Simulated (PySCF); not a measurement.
# Correlation energy of Ga³⁺ (gallium, charge +3)

[Ar] 3d10, closed-shell 1S. Calculation: PySCF 2.14, in def2-QZVPPD (12s7p5d4f1g, 95 functions); no relativity, point nucleus. Frozen: [Ne]; 18 electrons correlated.

| level | correlation energy (mhartree) |
| --- | --- |
| CCSD | -531.56 |
| (T) | -7.62 |
| CCSD(T) | -539.18 |

Diagnostics: T1 = 0.0063, D1 = 0.0117, largest double amplitude 0.013.

Cost of the coupled-cluster step: about 29 core-seconds, for 18 correlated electrons.

Iterations:

```
CC2 = 0
CCSD nocc = 9, nmo = 90
frozen orbitals [0, 1, 2, 3, 4]
max_cycle = 100
direct = 0
conv_tol = 1e-08
conv_tol_normt = 1e-06
diis_space = 8
diis_start_cycle = 0
Init t2, MP2 energy = -1921.88175997022  E_corr(MP2) -0.573546683656273
Init E_corr(CCSD) = -0.573546683657356
cycle = 1  E_corr(CCSD) = -0.516870308736198  dE = 0.0566763749  norm(t1,t2) = 0.0397829
cycle = 2  E_corr(CCSD) = -0.535081430508975  dE = -0.0182111218  norm(t1,t2) = 0.0141187
cycle = 3  E_corr(CCSD) = -0.531642121025247  dE = 0.00343930948  norm(t1,t2) = 0.00637659
cycle = 4  E_corr(CCSD) = -0.531507242397761  dE = 0.000134878627  norm(t1,t2) = 0.000474537
cycle = 5  E_corr(CCSD) = -0.531559247001687  dE = -5.20046039e-05  norm(t1,t2) = 8.70515e-05
cycle = 6  E_corr(CCSD) = -0.531565186908154  dE = -5.93990647e-06  norm(t1,t2) = 9.30346e-06
cycle = 7  E_corr(CCSD) = -0.531562984505945  dE = 2.20240221e-06  norm(t1,t2) = 2.95089e-06
cycle = 8  E_corr(CCSD) = -0.531562796673902  dE = 1.87832044e-07  norm(t1,t2) = 4.27254e-07
cycle = 9  E_corr(CCSD) = -0.531562817622249  dE = -2.09483478e-08  norm(t1,t2) = 6.80112e-08
cycle = 10  E_corr(CCSD) = -0.531562823464333  dE = -5.84208404e-09  norm(t1,t2) = 6.5248e-09
CCSD converged
E(CCSD) = -1921.839776110025  E_corr = -0.5315628234643335
CCSD(T) correction = -0.00761609461644607
```

This basis was not built for core-valence correlation, so the inner-shell part is incomplete.
